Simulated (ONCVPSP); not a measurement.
**Transferability test, ONCV potential for selenium (Se)**

ONCVPSP 4.0.1 input, shortened (lines: element, Z, core and valence counts, functional; n l f; lmax; l rc ep ncon nbas qcut; lloc lpopt rc5 dvloc0; l nproj debl; icmod fcfact rcfact), PBE, scalar-relativistic:

```
  Se 34.00    3    5        4      upf
    1    0    2.00
    2    0    2.00
    2    1    6.00
    3    0    2.00
    3    1    6.00
    3    2   10.00
    4    0    1.00
    4    1    5.00
    3
    0    1.10    0.00    4    8   10.00
    1    1.10    0.00    4    8   10.00
    2    1.10    0.00    3    8   12.30
    3    1.00    0.23    4    8   12.80
    4    3    0.70    0.00
    0    2    3.70
    1    3    1.40
    2    2    1.50
    3    2    3.50
    0    0.00    0.00
```

In the d channel the program set the typed energies aside and used -2.011, 0.250 Ha.

Energies are relative to the spin-unpolarised reference configuration 3s2 3p6 3d10 4s1 4p5; without spin polarisation the order of configurations can differ from experiment.

| valence configuration | charge | ΔE all-electron (eV) | error AE − PS (meV) |
| --- | --- | --- | --- |
| 3s2 3p6 3d10 4s2 4p3 | +1 | -0.036 | -0.2 |
| 3s2 3p6 3d10 4s2 4p2 | +2 | 20.312 | -1.1 |

(1) What are ΔE and the potential's error for 3s2 3p6 3d10 4s2 4p3.5?

(2) What are ΔE and the potential's error for 3s2 3p6 3d10 4s2 4p4?

## Answers

(1) ΔE = -6.572 eV all-electron; the error (AE − PS) is 0.0 meV.

(2) ΔE = -10.882 eV all-electron; the error (AE − PS) is +0.2 meV.
